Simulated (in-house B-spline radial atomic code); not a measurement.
A run on Tl⁻ that did not converge. Method: scalar-relativistic (X2C) B3LYP, spin-polarised, spherical fractional occupations, exact exchange averaged over the configuration, Fermi nucleus of rms radius 5.4759 fm; computed with an all-electron radial atomic-structure program (B-spline basis).

Command:
```bash
python run_scf.py task.json out
```
Settings (nuclear radius in fm, mass in u):
```
Z                81
configuration    [Xe] 4f14 5d10 6s2 6p2
hamiltonian      x2c
method           b3lyp
spin_polarised   True
nucleus          fermi
rms_radius       5.4759
atomic_mass      204.97443
speed_of_light   137.035999084
exact_exchange   averaged over the configuration
```

First and last ten iterations of the last attempt (damped for 15 steps, keeping 80 % of the old Fock matrix, then DIIS):
```
 iter        energy (Eh)    residual
    1      -20248.164743    7.68e-01
    2      -20205.808897    4.54e-01
    3      -20249.647983    8.24e-02
    4      -20249.818113    6.14e-02
    5      -20249.917496    4.42e-02
    6      -20249.976084    3.10e-02
    7      -20250.010991    2.11e-02
    8      -20250.032057    1.39e-02
    9      -20250.044933    9.61e-03
   10      -20250.052872    6.33e-03
  111      -20249.860489    1.71e-02
  112      -20249.861601    1.66e-02
  113      -20249.861292    1.67e-02
  114      -20249.861077    1.67e-02
  115      -20250.034737    1.41e-02
  116      -20250.035710    1.38e-02
  117      -20250.017282    1.90e-02
  118      -20250.021939    1.78e-02
  119      -20250.023983    1.72e-02
  120      -20250.022864    1.75e-02
 not converged after 120 iterations
```

The smallest residual met was 3.1e-03; the threshold is about 8e-07. No energy from this run should be used. Run time, properties included: 12 s on 1 thread of Intel(R) Xeon(R) Platinum 8488C, with other jobs on the host.
